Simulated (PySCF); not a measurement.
CH5Ge2N, SMILES [CH]1=[N][GeH2][GeH2]1.

Coordinates come from a B3LYP-D3(BJ)/def2-SVP optimisation. The structure was generated by enumeration, and PubChem lists no compound with its InChIKey, so it may never have been made.

All values below come from B3LYP-D3(BJ)/def2-SVP (PySCF 2.14.0).

Frequencies are harmonic and unscaled.

```tsv
mode	ν (cm⁻¹)	IR (km/mol)	Raman (Å⁴/amu)	depolarisation	moving atoms (share of kinetic energy)
1	189	5.6	1.4	0.75	H 53 %, N 29 %, C 18 %
2	249	1.1	18.2	0.30	Ge 93 %
3	326	11.9	0.0	–	H 97 %
4	351	4.7	4.9	0.66	Ge 40 %, N 29 %, C 26 %
5	476	0.9	5.7	0.75	H 70 %, Ge 11 %, C 10 %, N 9 %
6	519	20.4	25.5	0.25	H 51 %, C 26 %, N 14 %, Ge 10 %
7	531	7.6	34.1	0.75	H 96 %
8	586	44.9	15.4	0.44	H 47 %, N 40 %, Ge 8 %
9	619	4.8	7.3	0.75	H 84 %, N 11 %
10	682	103.8	3.2	0.66	C 41 %, N 31 %, H 24 %
11	711	82.4	10.3	0.54	H 88 %
12	867	43.0	23.3	0.68	H 97 %
13	872	147.8	21.3	0.75	H 96 %
14	879	35.2	1.4	0.75	H 75 %, C 24 %
15	1259	17.9	5.1	0.56	H 82 %, C 12 %
16	1620	53.8	1.5	0.65	C 52 %, N 47 %
17	2070	158.8	319.1	0.12	H 99 %
18	2089	87.0	205.7	0.75	H 98 %
19	2100	139.7	330.6	0.10	H 99 %
20	2117	167.8	123.0	0.75	H 98 %
21	3015	67.0	365.8	0.35	H 92 %, C 8 %
```
